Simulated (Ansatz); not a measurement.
`[SnH3][I]` and `CI` differ in one element.

Ansatz, PBE0-D4/def2-TZVP geometries, multiplicity 1. 

Elements past krypton have def2 core potentials.

```tsv
property	`[SnH3][I]`
size of the dipole moment (PBE/def2-TZVPP) / D	1.82
HOMO energy (ωB97M-V/def2-TZVPP) / eV	-9.65
HOMO energy (PBE0/def2-TZVPP) / eV	-7.54
zero-point energy (PBE0-D4/def2-TZVP) / kJ/mol	54.5
HOMO–LUMO gap (B3LYP/def2-TZVPP) / eV	5.66
LUMO energy (PBE0/def2-TZVPP) / eV	-1.36
```

**Question.** What does the change do to each property? (Estimate.)

**Answer.** The calculation gave: 
```json
{"property": "size of the dipole moment (PBE/def2-TZVPP) / D", "`CI`": "1.65", "shift": "-0.17"}
{"property": "HOMO energy (ωB97M-V/def2-TZVPP) / eV", "`CI`": "-9.46", "shift": "0.19"}
{"property": "HOMO energy (PBE0/def2-TZVPP) / eV", "`CI`": "-7.30", "shift": "0.24"}
{"property": "zero-point energy (PBE0-D4/def2-TZVP) / kJ/mol", "`CI`": "96.2", "shift": "41.7"}
{"property": "HOMO–LUMO gap (B3LYP/def2-TZVPP) / eV", "`CI`": "6.03", "shift": "0.37"}
{"property": "LUMO energy (PBE0/def2-TZVPP) / eV", "`CI`": "-0.76", "shift": "0.60"}
```

With PBE0 the HOMO rises by 0.24 eV and the LUMO rises by 0.60 eV, so the gap widens by about 0.36 eV. PBE moves the HOMO by 0.26 eV and ωB97M-V by 0.19 eV. Dipoles are sizes alone; their direction can turn.

B3LYP here is the variant with VWN-RPA as its local correlation; programs differ in this.

Spin–orbit coupling is left out; it splits and shifts lone-pair levels of the heavy atoms by tenths of an eV.
